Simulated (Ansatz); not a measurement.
Calculated with Ansatz (gas phase, PBE0-D4/def2-TZVP geometries, no zero-point term in ΔE). CBS: MP2 limit from def2 TZ/QZ plus the TZ coupled-cluster correction, frozen cores. One conformer a species, not always the lowest.

Consider the substitution at a C–O bond: `CC(C)OB(O)Cl` + `N[Si](Cl)(Cl)Cl` → `CC(C)N[Si](Cl)(Cl)Cl` + `OB(O)Cl`.

| species | CCSD(T)/CBS(def2) energy (Eh) |
| --- | --- |
| `CC(C)OB(O)Cl` | -754.05486 |
| `N[Si](Cl)(Cl)Cl` | -1724.51858 |
| `CC(C)N[Si](Cl)(Cl)Cl` | -1842.29631 |
| `OB(O)Cl` | -636.28129 |

(1) Work out ΔE.

Largest T1 diagnostic among the species: 0.011.

Answers

(1) ΔE = (-1842.29631) + (-636.28129) − (-754.05486) − (-1724.51858) = -0.00416 Eh = -10.9 kJ/mol.

The D4 term adds −6.2 kJ/mol with B3LYP and −4.0 kJ/mol with PBE0; it sums over pairs of atoms, weighted by their polarisabilities, and B3LYP, whose exchange is more repulsive, gets the larger term. In def2-TZVPP, CCSD(T) changes the Hartree–Fock value by −8.3 kJ/mol (the triples alone add −0.6 kJ/mol) and MP2 by −12.2 kJ/mol.

B3LYP here is the variant with VWN-RPA as its local correlation; programs differ in this.
